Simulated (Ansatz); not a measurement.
Job for Ansatz (a quantum-chemistry and plane-wave program): U-CCSD(T)/def2-SVP on F3Mo (SMILES [F][Mo]([F])[F]), 2S+1 = 2, a spin state set in the input, which need not be the lowest. Elements past Kr take the def2 small-core potentials; no spin–orbit coupling.

Ansatz 0.2 input:
```yaml
crystal:
  periodic: [false, false, false]
  atoms:
    - {symbol: Mo, position_ang: [0.02515794, 0.02370477, -0.01347379]}
    - {symbol: F, position_ang: [1.79159934, -0.38143217, -0.35601085]}
    - {symbol: F, position_ang: [-0.81161302, -0.42898132, 1.57706366]}
    - {symbol: F, position_ang: [-1.06303199, 0.85367400, -1.26362317]}
basis:
  gaussian:
    orbitals: def2-SVP
magnetization: {spin_polarized: true, initial_magnetization: 1}
correlation: {method: ccsd_t, electrons: valence}
```

Output:

```
WARN ansatz: RAYON_NUM_THREADS=4 ignored (pool sized by the plan → 4); use --threads N
Functional definition: HF
integrals: 0.08 GiB planned
705 factors; integrals over basis functions are off by at most 7.3e-4 eV
mean field: 0.26 GiB planned
mean field evaluation 1: about -9942.5949 eV, gradient 3.8e1 eV
mean field evaluation 2: about -9942.7327 eV, gradient 3.8e1 eV
mean field evaluation 4: about -9949.9208 eV, gradient 4.1e0 eV
mean field evaluation 8: about -9950.2605 eV, gradient 8.9e-1 eV
mean field evaluation 16: about -9950.3416 eV, gradient 1.8e-1 eV
mean field evaluation 32: about -9951.2120 eV, gradient 1.7e-2 eV
mean field evaluation 64: about -9950.3427 eV, gradient 3.0e-2 eV
mean field evaluation 96: about -9951.1983 eV, gradient 7.6e-1 eV
mean field evaluation 128: about -9951.1799 eV, gradient 1.3e-1 eV
mean field evaluation 160: about -9950.2424 eV, gradient 5.4e-1 eV
mean field evaluation 192: about -9951.0515 eV, gradient 9.3e-1 eV
mean field evaluation 224: about -9951.2052 eV, gradient 1.3e0 eV
mean field evaluation 256: about -9949.6076 eV, gradient 3.6e0 eV
mean field evaluation 288: about -9949.6736 eV, gradient 7.2e-1 eV
mean field evaluation 320: about -9951.1948 eV, gradient 1.3e-1 eV
mean field evaluation 352: about -9944.6069 eV, gradient 1.2e1 eV
mean field evaluation 384: about -9951.0794 eV, gradient 8.1e-3 eV
mean field evaluation 416: about -9951.0577 eV, gradient 2.1e-2 eV
mean field evaluation 448: about -9951.0651 eV, gradient 1.7e0 eV
mean field evaluation 480: about -9951.0700 eV, gradient 1.4e-1 eV
mean field evaluation 512: about -9951.0939 eV, gradient 3.1e-1 eV
mean field evaluation 544: about -9949.9559 eV, gradient 1.0e-2 eV
mean field evaluation 576: about -9950.2789 eV, gradient 6.7e-2 eV
mean field evaluation 608: about -9950.2721 eV, gradient 5.5e-2 eV
mean field evaluation 640: about -9950.2754 eV, gradient 8.4e-2 eV
mean field evaluation 672: about -9950.2675 eV, gradient 1.1e-1 eV
mean field evaluation 704: about -9950.3292 eV, gradient 2.4e-1 eV
mean field evaluation 736: about -9949.9140 eV, gradient 1.7e-1 eV
mean field evaluation 768: about -9949.9869 eV, gradient 1.7e-3 eV
mean field evaluation 800: about -9942.6745 eV, gradient 3.7e1 eV
mean field evaluation 832: about -9945.3412 eV, gradient 1.6e1 eV
mean field -9951.21254469 eV, -365.7003158434 hartree, gradient 3.1e-6 eV, S^2 1.761055; 17 other end points of the search recorded, 0 dependent functions left out
determinant -9951.21254469 eV, -365.7003158434 hartree, with singles and doubles -9973.86655385 eV, -366.5328353244 hartree
determinant -9951.07935815 eV, -365.6954213283 hartree, with singles and doubles -9973.79463152 eV, -366.5301922276 hartree
determinant -9951.05769063 eV, -365.6946250615 hartree, with singles and doubles -9973.79125108 eV, -366.5300679986 hartree
determinant -9950.34274014 eV, -365.6683511156 hartree, with singles and doubles -9973.46316825 eV, -366.5180111772 hartree
determinant -9949.95577530 eV, -365.6541304199 hartree, with singles and doubles -9972.90995985 eV, -366.4976811433 hartree
determinant -9951.21254469 eV, -365.7003158434 hartree, with singles and doubles -9973.93993309 eV, -366.5355319618 hartree
determinant -9951.07935815 eV, -365.6954213283 hartree, with singles and doubles -9973.87223858 eV, -366.5330442345 hartree
determinant -9951.05769063 eV, -365.6946250615 hartree, with singles and doubles -9973.86759177 eV, -366.5328734672 hartree
determinant -9950.34274014 eV, -365.6683511156 hartree, with singles and doubles -9973.51776252 eV, -366.5200174794 hartree
3 core orbitals not correlated
reference -9951.21254469 eV, -365.7003158434 hartree; 18, 17 occupied and 52, 53 virtual orbitals, 705 factors
second order -22.42362686 eV of doubles, -0.00000000 eV of singles
coupled cluster: 0.54 GiB planned
cycle   1  -22.72738601 eV  change    2.4e-6 eV  update   6.0e-6
coupled cluster: 0.55 GiB planned
perturbative correction -0.76276575 eV, -0.0280311243 hartree
WARN: the results are in doubt because among natural orbitals the method converges to other amplitudes
Total energy: -9974.70269645 eV, -366.5635629983 hartree
In doubt: among natural orbitals the method converges to other amplitudes
```

The calculation finished and met its thresholds. Its determinant has ⟨S²⟩ = 1.76, a mixture of spin states.

Warnings raised: other amplitudes.

Cost: about 8 core-minutes (a rough figure).
